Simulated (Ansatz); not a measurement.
The cluster Hf₂Si₂. Total charge 0; triplet. Geometry PBE-D4/def2-SVP; atoms count from 1.

Cartesian coordinates in Å:
```
Hf 0.525 1.474 -0.381
Hf 0.543 -0.750 1.317
Si -1.573 0.202 0.281
Si 0.505 -0.925 -1.218
```

In the def2 sets Hf takes a core potential; there is no spin–orbit coupling. At PBE0-D4/def2-TZVP a singlet of charge 0 lies 0.37 eV below the triplet, each at its own geometry. The structure comes from a short search, and lower isomers may exist.

Estimate the Mulliken populations from the PBE0/def2-TZVP orbitals of Ansatz.


| atom | charge (e) | spin (α − β) | d electrons |
| --- | --- | --- | --- |
| Hf1 | 0.28 | 0.99 | 2.43 |
| Hf2 | 0.28 | 0.99 | 2.43 |
| Si3 | -0.28 | 0.01 | – |
| Si4 | -0.28 | 0.01 | – |
Mulliken values depend strongly on the basis.

Where does the spin sit?

Summed by element: Hf 1.98, Si 0.02, of 2 unpaired in all. Largest on single atoms: Hf1 0.99, Hf2 0.99, Si3 0.01.

And the Mayer bond orders between heavy atoms (over 0.3)?

Hf1–Hf2 1.76 (2.80 Å); Hf1–Si3 1.41 (2.54 Å); Hf1–Si4 1.41 (2.54 Å); Hf2–Si3 1.41 (2.54 Å); Hf2–Si4 1.41 (2.54 Å); Si3–Si4 0.40 (2.80 Å).
